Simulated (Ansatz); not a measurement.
Calculated with Ansatz (gas phase, PBE0-D4/def2-TZVP geometries, no zero-point term in ΔE). CCSD(T)/CBS adds triple-zeta CCSD(T) − MP2 to the extrapolated MP2 energy (def2 sets, frozen cores). Functionals use def2-TZVPP. Elements past krypton have def2 core potentials. For Br, Te outer-core shells are correlated without core-valence functions, which leaves a few kJ/mol of doubt a bond. Scalar relativity is left out up to krypton.

`ClC1(Br)CC1` + H₂Te → `ClC1([TeH])CC1` + HBr  (substitution at a C–Br bond)

| level | ΔE (kcal/mol) |
| --- | --- |
| BLYP-D4 | -5.5 |
| ωB97M-V | -5.1 |
| r2SCANh | -4.7 |
| CCSD(T)/def2-TZVPP | -5.9 |

What does CCSD(T)/CBS give? (Best estimate.)

The calculation gave: -7.2 kcal/mol. The listed levels differ from it by 1.7, 2.1, 2.5, 1.3 kcal/mol.

What do rigid-rotor, harmonic-oscillator terms from PBE0-D4/def2-TZVP frequencies (298.15 K, 1 bar) make of the CCSD(T)/CBS value? (An estimate is asked.)

Ansatz gave: ΔZPE = +0.3 kcal/mol, ΔH = -6.6 kcal/mol, ΔS = -7 J/(mol·K), ΔG = -6.1 kcal/mol.

Largest T1 diagnostic among the species: 0.010.

The D4 term adds −1.3 kcal/mol with B3LYP and −0.7 kcal/mol with PBE0; it sums over pairs of atoms, weighted by their polarisabilities, and B3LYP, whose exchange is more repulsive, gets the larger term. In def2-TZVPP, CCSD(T) changes the Hartree–Fock value by −2.2 kcal/mol (the triples alone add −0.4 kcal/mol) and MP2 by −3.5 kcal/mol. Leaving LDA and LC-ωPBE aside and taking each functional with its dispersion term where it has one, the values, not all of them listed here, spread over 1.0 kcal/mol, from PBE-QIDH to B97M-V.

CCSD(T)/CBS has its own doubt, a few kJ/mol and more with outer-core shells, so smaller differences from it don't rank the levels.

B3LYP here is the variant with VWN-RPA as its local correlation; programs differ in this.
